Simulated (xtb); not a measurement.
BiCl$_{2}$ (SMILES [Cl][Bi][Cl]), doublet, geometry from GFN2-xTB (such geometries of metal compounds can be far from the true shape) (the spin is typed, not shown lowest); GFN2-xTB (xtb).

Here is a job for xtb.
```
$ xtb mol.xyz --gfn 2 --uhf 1 --json

# file mol.xyz
3

Bi     0.31935808    -0.02910973     0.37116121
Cl     0.59421202     0.41454246    -2.06120785
Cl    -2.15343088    -0.27241847     0.24906782
```

Output, abridged:

```
   ID    Z sym.   atoms
    1   83 Bi     1
    2   17 Cl     2, 3

           -------------------------------------------------
          |                Calculation Setup                |
           -------------------------------------------------

           -------------------------------------------------
          |                 G F N 2 - x T B                 |
           -------------------------------------------------

          ...................................................
          :                      SETUP                      :
          :.................................................:
          :  # basis functions                  24          :
          :  # atomic orbitals                  22          :
          :  # shells                            8          :
          :  # electrons                        19          :
          :  max. iterations                   250          :
          :  Hamiltonian                  GFN2-xTB          :
          :  restarted?                      false          :
          :  GBSA solvation                  false          :
          :  PC potential                    false          :
          :  electronic temp.          300.0000000     K    :
          :  accuracy                    1.0000000          :
          :  -> integral cutoff          0.2500000E+02      :
          :  -> integral neglect         0.1000000E-07      :
          :  -> SCF convergence          0.1000000E-05 Eh   :
          :  -> wf. convergence          0.1000000E-03 e    :
          :  Broyden damping             0.4000000          :
          :  net charge                          0          :
          :  unpaired electrons                  1          :
          ...................................................

 iter      E             dE          RMSdq      gap      omega  full diag
   1    -11.5132183 -0.115132E+02  0.110E+01    3.67       0.0  T
   2    -11.5142418 -0.102348E-02  0.585E+00    3.35       1.0  T
   3    -11.5145190 -0.277178E-03  0.626E-01    3.03       1.0  T
   4    -11.5145502 -0.312591E-04  0.306E-01    3.02       1.0  T
   5    -11.5145724 -0.221332E-04  0.131E-01    3.02       1.0  T
   6    -11.5145813 -0.892181E-05  0.118E-01    3.04       1.0  T
   7    -11.5145826 -0.134966E-05  0.397E-02    3.03       1.5  T
   8    -11.5145827 -0.495229E-07  0.227E-02    3.03       2.5  T
   9    -11.5145827 -0.215182E-07  0.836E-03    3.03       6.9  T
[...]
         :: total energy             -11.513380839485 Eh    ::
[...]
        17                          0.0264238               0.7190
        18                          0.0264340               0.7193
        19                          0.0264675               0.7202
        20                          0.0273086               0.7431
        21                          0.0364407               0.9916
        22                          0.0527625               1.4357
      -------------------------------------------------------------
                  HL-Gap            0.1114085 Eh            3.0316 eV
             Fermi-level           -0.3309899 Eh           -9.0067 eV

     #   Z          covCN         q      C6AA      α(0)
     1  83 Bi       1.621     0.592   479.699    43.178
     2  17 Cl       0.811    -0.296   108.514    15.936
     3  17 Cl       0.811    -0.296   108.514    15.936

 Mol. C6AA /au·bohr⁶  :       1806.090966
 Mol. C8AA /au·bohr⁸  :     151995.842652
 Mol. α(0) /au        :         75.048836

Wiberg/Mayer (AO) data.
largest (>0.10) Wiberg bond orders for each atom

 ---------------------------------------------------------------------------
     #   Z sym  total        # sym  WBO       # sym  WBO       # sym  WBO
 ---------------------------------------------------------------------------
     1  83 Bi   1.971 --     3 Cl   0.986     2 Cl   0.986
     2  17 Cl   1.041 --     1 Bi   0.986
     3  17 Cl   1.041 --     1 Bi   0.986
 ---------------------------------------------------------------------------

Topologies differ in total number of bonds
Writing topology from bond orders to xtbtopo.mol

molecular dipole:
                 x           y           z       tot (Debye)
 q only:        1.229      -0.112       1.429
   full:        1.234      -0.113       1.435       4.819
molecular quadrupole (traceless):
                xx          xy          yy          xz          yz          zz
 q only:       -2.798      -1.350       4.404       3.168       1.428      -1.606
  q+dip:       -3.018      -1.590       4.447       4.385       1.543      -1.429
   full:       -2.232      -1.310       2.985       4.210       1.143      -0.753

           -------------------------------------------------
          | TOTAL ENERGY              -11.513380839485 Eh   |
          | GRADIENT NORM               0.000018343532 Eh/α |
          | HOMO-LUMO GAP               3.031579537242 eV   |
           -------------------------------------------------

normal termination of xtb
```
